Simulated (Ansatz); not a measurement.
`[SiH3]C(Cl)Cl` + `[NH2][Al]([OH])[SH]` → `[NH2][Al]([SH])[O][SiH3]` + `ClCCl`  (ligand exchange at the Si–C bond)

Isolated molecules relaxed with PBE0-D4/def2-TZVP in Ansatz; ΔE leaves out vibrations. CCSD(T)/CBS adds triple-zeta CCSD(T) − MP2 to the extrapolated MP2 energy (def2 sets, frozen cores). This one scheme is used for every species. DFT in def2-TZVPP. One conformer a species, not always the lowest.

| level | ΔE (kcal/mol) |
| --- | --- |
| PBE-QIDH | -29.5 |
| SCS-MP2/def2-QZVPP | -30.6 |

Q: What does CCSD(T)/CBS give? (Best estimate.)

A: Ansatz gave: -29.0 kcal/mol. The listed levels differ from it by -0.5, -1.6 kcal/mol.

Q: What do rigid-rotor, harmonic-oscillator terms from PBE0-D4/def2-TZVP frequencies (298.15 K, 1 bar) make of the CCSD(T)/CBS value? (Estimate.)

A: The calculation gave: ΔZPE = +1.2 kcal/mol, ΔH = -27.7 kcal/mol, ΔS = 15 J/(mol·K), ΔG = -28.8 kcal/mol. Modes under 50 cm⁻¹ make the entropy rough.

Largest T1 diagnostic among the species: 0.011.

Leaving LDA and LC-ωPBE aside and taking each functional with its dispersion term where it has one, the values, not all of them listed here, spread over 6.7 kcal/mol, from BHLYP-D4 to revPBE-D4. LDA lies +1.1 kcal/mol from PBE without D4. From BLYP to BHLYP (50 % exact exchange), in def2-TZVPP and without D4, ΔE moves by −3.4 kcal/mol.
